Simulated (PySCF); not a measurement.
Working out the ionisation energy of Mo²⁺

Mo²⁺ [Kr] 4d4 (5D) → Mo³⁺ [Kr] 4d3 (4F). All numbers are calculated (PySCF 2.14, scalar relativity through the core potential, in aug-cc-pwCVDZ-PP with ECP28MDF). Frozen: nothing. Energies in hartree (1 hartree = 27.21139 eV):

```tsv
part	Mo²⁺ (lower)	Mo³⁺ (upper)
UHF	-66.560157	-65.602682
MP2 opposite-spin	-0.203825	-0.192078
MP2 same-spin	-0.095163	-0.074788
```

**Question.** What does Hartree-Fock give?

**Answer.** (-65.602682) − (-66.560157) = 0.957475 hartree = 26.054 eV.

**Question.** What do MP2 and SCS-MP2 (6/5 opposite-spin, 1/3 same-spin) give?

**Answer.** The opposite-spin parts differ by 0.320 eV and the same-spin parts by 0.554 eV. MP2: 26.054 + (0.320) + (0.554) = 26.928 eV. SCS-MP2: 26.054 + 1.2 × (0.320) + (0.554)/3 = 26.623 eV.

Reference: 27.13 ± 0.12 eV (semi-empirical (NIST evaluation); NIST Atomic Spectra Database, ionization energies), between the lowest levels; spin-orbit coupling is absent from the calculation.

A double-zeta basis recovers only part of the correlation energy.

What remains against the reference includes basis incompleteness and correlation beyond second order.
